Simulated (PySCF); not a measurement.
## Polarisability and C₆ of Fe⁻ (iron, charge -1)

[Ar] 3d7 4s2, high-spin 4F determinant. Computed with PySCF 2.14 in aug-cc-pVTZ-DK (8s7p5d3f2g, 93 functions), with the spin-free X2C one-electron Hamiltonian (Gaussian nucleus). Coupled (time-dependent) response in atomic units; α is the mean over directions.

```
method  mean α (bohr³)  C₆ (like pair)  S(−4)
 wB97X           270.6            4336  53770
```

S(−4) is the Cauchy moment in α(ω) = α(0) + S(−4) ω² + …

α(iu) at wB97X:

```csv
u (hartree),α(iu) (bohr³)
0,270.6
0.0500,185.9
0.100,103.7
0.200,43.17
0.300,24.10
0.500,11.67
0.750,6.807
1.00,4.685
1.50,2.731
2.00,1.829
3.00,1.011
5.00,0.4565
```

A single London oscillator, α(iu) = α/(1 + u²/ω²), gives C₆ = (3/4) ω α². Matching the computed C₆ needs ω = 4 × 4336 / (3 × 270.6²) = 0.0790 hartree.

For an ion, C₆ is the dispersion term alone; charge-induced terms of lower order in 1/R come first.
